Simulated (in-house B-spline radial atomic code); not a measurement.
**RPA and G0W0 on PBE: the cerium ion Ce⁴⁺**

Configuration [Kr] 4d10 5s2 5p6, mean-field start PBE. Computed with a B-spline radial code for spherical atoms: all electrons, scalar-relativistic (spin-free one-electron X2C), finite nucleus, each spin shell either full or empty, empty states to l = 9 with an (l + 1/2)⁻⁴ tail; G0W0 by contour deformation at full frequency.

Spin-orbit coupling, left out, splits p levels strongly here.

Command:
```bash
python run_gw.py task.json out
```
Settings (radii: box in bohr, nucleus in fm):
```
Z                        58
electrons                54
configuration            [Kr] 4d10 5s2 5p6
hamiltonian              x2c
method                   pbe,pbe
lmax                     9
rms_radius               4.8771
spin_polarised           False
box_radius               11.96
intervals                67
```

Time taken, with all properties: 6.1 s on 1 thread of Arm Neoverse N1, with other jobs on the host.

Energies (hartree):

```csv
term,value
mean-field total,-8856.58089
Hartree-Fock functional on these orbitals,-8853.80536
direct second order,-5.068
second-order exchange,1.3659
SOSEX correction,1.2725
```

Question: What is the RPA correlation energy, and what remains with SOSEX?

Answer: RPA gives -4.432 hartree (-2.23 eV per electron); RPA + SOSEX gives -3.1595, and the second-order doubles -3.7021 hartree (no singles). SOSEX takes back 29 % of the RPA value.

Quasi-particle levels (eV):

```
level  occupied  mean field  Σx - vxc     Σc  QP weight    G0W0
   5p       yes      -60.06     -5.89      ?          ?       ?
   4f        no      -47.24     16.08  -6.52      0.905  -37.69
```

G0W0 = mean field + (Σx - vxc) + Σc, with Σc (partial-wave tail included) taken at the quasi-particle energy. Only the outer levels were computed. Levels of low weight are left out.

Question: Where does G0W0 put 5p?

Answer: At -66.63 eV, with Σc = -0.68 eV and a quasi-particle weight of 0.904. The tabulated removal energy is 65.55 ± 0.25 eV (NIST, semi-empirical); the calculation leaves out spin-orbit coupling, Breit and QED terms, and what these don't explain is the method's own error.
